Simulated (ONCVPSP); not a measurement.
**Reading a pseudo-wave (F (Z = 9))**

Columns: radius, all-electron u(r) and pseudo u(r) of the 2p shell (level -11.11 eV) of fluorine in the configuration [He] 2s2 2p5; PBE, scalar-relativistic, ONCV scheme, ONCVPSP 4.0.1.

```tsv
r (bohr)	all-electron	pseudo
0.068	0.0735	0.0273
0.135	0.2193	0.1038
0.202	0.3784	0.2198
0.270	0.5260	0.3632
0.338	0.6491	0.5156
0.405	0.7443	0.6583
0.473	0.8157	0.7824
0.540	0.8634	0.8753
0.608	0.8922	0.9367
0.675	0.9047	0.9656
0.742	0.9046	0.9681
0.810	0.8944	0.9504
0.878	0.8766	0.9196
0.945	0.8536	0.8826
1.013	0.8262	0.8430
1.080	0.7967	0.8046
1.148	0.7650	0.7677
1.215	0.7328	0.7334
1.283	0.6998	0.6998
1.350	0.6674	0.6674
1.418	0.6350	0.6350
1.485	0.6037	0.6037
1.553	0.5729	0.5729
1.620	0.5435	0.5435
1.688	0.5148	0.5147
1.755	0.4876	0.4876
```

Q: How many radial nodes do the two functions have?

A: The all-electron 2p function has n − l − 1 = 0; the pseudo-wave has 0.

Q: At about which radius was the pseudo-wave matched?

A: 1.35 bohr. The columns agree to 0.0005 from 1.28 bohr on; several derivatives are matched, so the curves merge somewhat inside the radius.

Q: Where does each function peak?

A: Outermost all-electron maximum near 0.68 bohr, pseudo maximum near 0.74 bohr (to the table’s step).

Q: Is the pseudo-wave norm-conserving?

A: Yes: the ONCV scheme keeps the norm inside the radius equal to the all-electron one, which fixes the energy derivative of the logarithmic derivative at the level.
